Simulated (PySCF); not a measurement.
PySCF 2.14 output of an unrestricted PBE0 calculation on a single atom or ion in x2c-TZVPPall, with the spin-free X2C one-electron Hamiltonian (Gaussian nucleus):

```
SCF conv_tol = 1e-09
number electrons alpha = 12  beta = 9
    C. Adamo and V. Barone.,  J. Chem. Phys. 110, 6158 (1999)
    M. Ernzerhof and G. E. Scuseria.,  J. Chem. Phys. 110, 5029 (1999)
cycle= 1 E= -763.923278674301  delta_E= -0.00503  |g|= 0.011  |ddm|= 0.194
cycle= 2 E= -763.923429923641  delta_E= -0.000151  |g|= 0.00667  |ddm|= 0.0355
cycle= 3 E= -763.923462822757  delta_E= -3.29e-05  |g|= 0.00143  |ddm|= 0.0134
cycle= 4 E= -763.923481902421  delta_E= -1.91e-05  |g|= 0.000769  |ddm|= 0.0123
cycle= 5 E= -763.92349128361  delta_E= -9.38e-06  |g|= 0.000321  |ddm|= 0.0115
cycle= 6 E= -763.923492818132  delta_E= -1.53e-06  |g|= 3.07e-05  |ddm|= 0.00675
cycle= 7 E= -763.923492820963  delta_E= -2.83e-09  |g|= 2.22e-06  |ddm|= 0.000293
cycle= 8 E= -763.923492820971  delta_E= -7.28e-12  |g|= 3.06e-07  |ddm|= 9.45e-06
converged SCF energy = -763.923492820971  <S^2> = 3.7504469  2S+1 = 4.0002235
```

The run itself started from symmetry-adapted Hartree-Fock orbitals and held the occupation by maximum overlap, on a logarithmic radial grid, so the iterations belong to that start.

**Question.** Which element, charge and spin multiplicity is this?

**Answer.** Sc (scandium, neutral), multiplicity 4; the state was [Ar] 3d1 4s1 4p1, one real determinant (an excited configuration).

⟨L²⟩ = 8.06 against 12 for a pure F term, so this real determinant mixes terms.
